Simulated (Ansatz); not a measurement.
One change: `[CH2]1[GeH2][Se]1` becomes `[CH2]1[S][GeH2]1`.

Ansatz, PBE0-D4/def2-TZVP geometries, multiplicity 1. 

Scalar relativity is left out up to krypton.

| property | `[CH2]1[GeH2][Se]1` |
| --- | --- |
| size of the dipole moment (B3LYP/def2-TZVPP) / D | 2.03 |
| HOMO–LUMO gap (B3LYP/def2-TZVPP) / eV | 5.27 |
| LUMO energy (ωB97M-V/def2-TZVPP) / eV | 1.12 |
| LUMO energy (PBE/def2-TZVPP) / eV | -1.53 |
| size of the dipole moment (PBE/def2-TZVPP) / D | 1.90 |
| HOMO energy (PBE0/def2-TZVPP) / eV | -6.46 |

Give the same properties after the change, and the shifts. (Estimate.)

The calculation gave: 
```json
{"property": "size of the dipole moment (B3LYP/def2-TZVPP) / D", "`[CH2]1[S][GeH2]1`": "2.11", "shift": "0.08"}
{"property": "HOMO–LUMO gap (B3LYP/def2-TZVPP) / eV", "`[CH2]1[S][GeH2]1`": "5.81", "shift": "0.54"}
{"property": "LUMO energy (ωB97M-V/def2-TZVPP) / eV", "`[CH2]1[S][GeH2]1`": "1.39", "shift": "0.27"}
{"property": "LUMO energy (PBE/def2-TZVPP) / eV", "`[CH2]1[S][GeH2]1`": "-1.31", "shift": "0.22"}
{"property": "size of the dipole moment (PBE/def2-TZVPP) / D", "`[CH2]1[S][GeH2]1`": "2.00", "shift": "0.10"}
{"property": "HOMO energy (PBE0/def2-TZVPP) / eV", "`[CH2]1[S][GeH2]1`": "-6.77", "shift": "-0.31"}
```

With PBE0 the HOMO falls by 0.31 eV and the LUMO rises by 0.24 eV, so the gap widens by about 0.55 eV. PBE moves the HOMO by -0.23 eV and ωB97M-V by -0.34 eV. Dipoles are sizes alone; their direction can turn.

B3LYP here is the variant with VWN-RPA as its local correlation; programs differ in this.

Spin–orbit coupling is left out; it splits and shifts lone-pair levels of the heavy atoms by tenths of an eV.
